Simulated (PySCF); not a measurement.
FH6NOSi2, SMILES O[SiH2]N[SiH2]F.

The structure is a stationary point at PBE-D3(BJ)/def2-SVP. The structure was generated by enumeration, and PubChem lists no compound with its InChIKey, so it may never have been made. The values are those of a single conformer.

All values below come from PBE-D3(BJ)/def2-SVP (PySCF 2.14.0).

Frequencies are harmonic and unscaled.

| mode | ν (cm⁻¹) | IR (km/mol) | moving atoms (share of kinetic energy) |
|---|---|---|---|
| 1 | 43 | 2.1 | F 43 %, O 30 %, N 17 %, H 8 % |
| 2 | 60 | 3.2 | H 32 %, Si 29 %, O 21 %, F 18 % |
| 3 | 193 | 5.5 | Si 37 %, H 33 %, N 25 % |
| 4 | 224 | 15.7 | H 44 %, Si 26 %, O 16 % |
| 5 | 292 | 33.9 | H 27 %, F 26 %, N 23 %, Si 22 % |
| 6 | 327 | 91.0 | H 55 %, O 25 %, N 10 % |
| 7 | 469 | 87.3 | H 67 %, N 26 % |
| 8 | 566 | 15.0 | H 79 %, Si 18 % |
| 9 | 577 | 45.3 | H 45 %, Si 42 %, N 9 % |
| 10 | 716 | 57.3 | H 74 %, N 12 %, Si 11 % |
| 11 | 755 | 45.3 | H 87 % |
| 12 | 801 | 101.7 | H 49 %, O 27 %, N 12 %, Si 12 % |
| 13 | 818 | 14.2 | H 31 %, F 30 %, Si 18 %, O 15 % |
| 14 | 837 | 107.9 | H 48 %, F 22 %, Si 14 %, N 10 % |
| 15 | 877 | 179.5 | H 89 % |
| 16 | 886 | 220.9 | H 71 %, O 13 %, Si 11 % |
| 17 | 912 | 80.2 | H 83 %, Si 11 % |
| 18 | 922 | 63.2 | H 77 %, Si 19 % |
| 19 | 929 | 83.0 | H 50 %, N 32 %, Si 16 % |
| 20 | 951 | 251.2 | H 58 %, Si 30 % |
| 21 | 1155 | 234.7 | H 64 %, N 32 % |
| 22 | 2167 | 82.0 | H 97 % |
| 23 | 2199 | 109.6 | H 97 % |
| 24 | 2215 | 104.6 | H 97 % |
| 25 | 2216 | 143.7 | H 96 % |
| 26 | 3489 | 36.4 | H 93 % |
| 27 | 3753 | 63.6 | H 94 % |
